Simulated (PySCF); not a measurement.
A structure optimised at PBE0-D3(BJ)/def2-TZVPD, used in a PySCF frequency run:

```xyz
4

Si     0.0000     0.0000    -0.1460
H      1.1303    -0.6526     0.6812
H      0.0000     1.3052     0.6812
H     -1.1303    -0.6526     0.6812
```
Charge -1, spin multiplicity 1.

Question: Write its SMILES, formula and point group.

Answer: [SiH3-], H3Si, C3v

Question: What are its rotational constants (standard atomic weights)?

Answer: 113.73, 113.73, 98.107 GHz
